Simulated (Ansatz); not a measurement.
Ansatz (a quantum-chemistry and plane-wave program) input file for stibine cation (H3Sb), SMILES [SbH3] (connectivity only; charge and spin as stated), charge +1, multiplicity 2, PBE/def2-TZVPD. The structure is a stationary point at B3LYP-D3(BJ)/def2-TZVPD. The spin state was assumed, not searched. The def2 effective core potentials stand for the cores of Sb; spin–orbit coupling is left out.

Ansatz 0.2 input:
```yaml
crystal:
  periodic: [false, false, false]
  atoms:
    - {symbol: Sb, position_ang: [0.00000000, 0.00000000, 0.03059637]}
    - {symbol: H, position_ang: [-1.37758832, -0.79535099, -0.52013835]}
    - {symbol: H, position_ang: [-0.00000000, 1.59070197, -0.52013835]}
    - {symbol: H, position_ang: [1.37758831, -0.79535099, -0.52013836]}
basis:
  gaussian:
    orbitals: def2-TZVPD
hamiltonian:
  xc: {name: PBE}
total_charge: 1
magnetization: {spin_polarized: true, initial_magnetization: 1}
```

It prints:

```
WARN ansatz: RAYON_NUM_THREADS=1 ignored (pool sized by the plan → 1); use --threads N
Functional definition: PBE
integrals: 0.01 GiB planned
566 factors; their error is unknown
mean field: 0.20 GiB planned
mean field evaluation 1: about -6575.5344 eV, gradient 1.1e1 eV
mean field evaluation 2: about -6575.9855 eV, gradient 8.9e0 eV
mean field evaluation 4: about -6576.2811 eV, gradient 3.7e-1 eV
mean field evaluation 8: about -6576.2697 eV, gradient 1.3e-2 eV
mean field -6576.26974036 eV, -241.6734554027 hartree, gradient 3.1e-5 eV, S^2 0.751387; 0 other end points of the search recorded, 0 dependent functions left out
reference -6576.26978000 eV, -241.6734568592 hartree; 13, 12 occupied and 70, 71 virtual orbitals, 566 factors
Total energy: -6576.26978000 eV, -241.6734568592 hartree
```

The calculation finished and met its thresholds.
